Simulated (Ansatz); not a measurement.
Geometry optimisation, RHF/def2-SVP (Ansatz).

Input file:

```yaml
crystal:
  periodic: [false, false, false]
  atoms:
    - { symbol: Hf, position_ang: [-0.62763, -0.078214, -0.485808] }
    - { symbol: F, position_ang: [-0.093938, 1.150395, 2.393397] }
    - { symbol: Cl, position_ang: [1.406924, -1.124678, 0.125916] }
    - { symbol: Cl, position_ang: [-0.543162, 2.221952, -1.030586] }
    - { symbol: Cl, position_ang: [-1.345794, -1.204923, -2.437042] }
    - { symbol: "N", position_ang: [-2.138831, -0.425882, 1.00016] }
    - { symbol: H, position_ang: [-2.371213, -1.346483, 1.337201] }
    - { symbol: H, position_ang: [-2.951294, 0.16138, 1.101666] }
    - { symbol: H, position_ang: [-0.845361, 0.646452, 2.502497] }
basis:
  gaussian: { orbitals: def2-SVP }
hamiltonian:
  xc: hf
relax:
  f_tol: 0.03
  max_steps: 50
```

Launched with:

```bash
$ ansatz run input.yaml --threads 2 --pin off --max-ram 3072MiB --backend cpu --events-out ev --progress --plain --runs-dir out
```

Problem. Where does it end, and by what steps?

Solution. The forces met the threshold. After 10 steps the energy has fallen by 0.205 eV; F2 moved furthest, 0.45 Å. Joined: Hf1–F2 (3.18 → 2.48 Å).

```tsv
step	energy less start (eV)	largest force component (eV/Å)	accepted
0	0.0000	1.377	yes
1	-0.0773	1.329	yes
2	-0.1472	0.269	yes
3	-0.1345	1.746	no
4	-0.1793	0.480	yes
5	-0.2011	0.151	yes
6	-0.2018	0.107	yes
7	-0.2040	0.038	yes
8	-0.2041	0.034	yes
9	-0.2051	0.045	yes
10	-0.2055	0.017	yes
```

```xyz
9
Properties=species:S:1:pos:R:3
Hf -0.587 0.012 -0.261
F -0.107 1.003 1.965
Cl 1.394 -1.220 0.225
Cl -0.548 2.299 -0.930
Cl -1.338 -1.058 -2.243
N -2.118 -0.399 1.071
H -2.282 -1.332 1.418
H -3.016 0.058 1.016
H -0.908 0.637 2.245
```

Whether the end is a true minimum wasn't checked by a vibrational analysis.

The run took 33 s on 2 threads of Arm Neoverse V1 (shared host), peak memory 0.33 GiB.
